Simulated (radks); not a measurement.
Effect of the nuclear size on neutral praseodymium, [Xe] 4f3 6s2. All-electron calculation, Dirac Kohn-Sham, PBE, spin-unpolarised, spherical densities, finite nucleus; open shells are shared between the two j in proportion to 2j + 1; Fermi nuclear charge, rms radius 4.8919 fm. Program: a radial shooting solver on a logarithmic mesh with Libxc functionals. The rms radius is varied about that value; shifts are against it.

rms radius (fm),total energy shift (eV),density at nucleus (e/bohr^3),1s1/2 shift (meV),2s1/2 shift (meV),5s1/2 shift (meV),5p1/2 shift (meV),6s1/2 shift (meV),6p1/2 (empty) shift (meV),4f7/2 shift (meV)
4.0603,-3.64,4.34e+05,-1510,-186,-1.32,0.201,-0.062,0.062,0.295
4.6864,-0.950,4.208e+05,-394,-48.6,-0.343,0.052,-0.016,0.016,0.077
4.8919,0,4.169e+05,0.000,0.000,0.000,0.000,0.000,0.000,0.000
5.3371,2.17,4.092e+05,899,111,0.783,-0.119,0.037,-0.037,-0.175
5.8263,4.72,4.015e+05,1960,241,1.70,-0.260,0.080,-0.080,-0.382

Slopes of the eigenvalues against <r^2> in GHz/fm^2, as finite differences over the two radii next to the reference (eigenvalue slopes, not the field-shift constants of lines): 1s1/2 47900, 2s1/2 5910, 5s1/2 41.7, 5p1/2 -6.37, 6s1/2 1.97, 6p1/2 (empty) -1.96, 4f7/2 -9.35.
